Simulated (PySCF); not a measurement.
PySCF job for C₂H₁₀Si₂, SMILES C[SiH](C)[SiH3], KT2/pcSseg-1. Geometry optimised at r2SCAN-D4/def2-SVP.

```python
import numpy as np
from pyscf import gto, scf, dft
from pyscf.prop.nmr import rks as nmr

mol = gto.M(
    atom='''
    Si    1.79928123    0.09778165   -0.00000000
    Si   -0.49317028   -0.42302287   -0.00000000
    C    -1.30982352    0.27282362    1.55241616
    C    -1.30982352    0.27282363   -1.55241616
    H     2.48617166   -0.45162460    1.21198081
    H     2.48617165   -0.45162460   -1.21198082
    H     1.99307655    1.58434131   -0.00000001
    H    -0.62983667   -1.91753464    0.00000000
    H    -0.85723152   -0.14281145    2.46657788
    H    -2.38550574    0.03123355    1.56843213
    H    -1.20888981    1.36954598    1.59346554
    H    -1.20888983    1.36954597   -1.59346553
    H    -0.85723153   -0.14281145   -2.46657787
    H    -2.38550575    0.03123354   -1.56843212
    ''',
    basis='pcSseg-1',
    charge=0,
    spin=0,
    max_memory=1600,
    verbose=3,
)
mf = dft.RKS(mol, xc='kt2')
mf.grids.level = 3
mf.conv_tol = 1e-10
mf.max_cycle = 100
mf.kernel()
n = nmr.NMR(mf)
n.verbose = 2
n.max_cycle_cphf = 60
sigma = n.kernel()
print('atom   isotropic/ppm   span/ppm')
for i, s in enumerate(sigma):
    w = np.linalg.eigvalsh((s + s.T) / 2)
    print(f'{mol.atom_symbol(i):2s}{i + 1:3d} {w.mean():14.3f} {w[2] - w[0]:11.3f}')
```

Log of the run:

```
converged SCF energy = -667.654321296137
atom   isotropic/ppm   span/ppm
Si  1        469.704      25.373
Si  2        401.709      69.214
C   3        186.550      10.081
C   4        186.550      10.081
H   5         27.763       8.534
H   6         27.763       8.534
H   7         27.843       7.600
H   8         26.831       7.254
H   9         30.883      11.800
H  10         30.704      11.754
H  11         31.001       9.988
H  12         31.001       9.988
H  13         30.883      11.800
H  14         30.704      11.754
```

Self-consistency was reached.
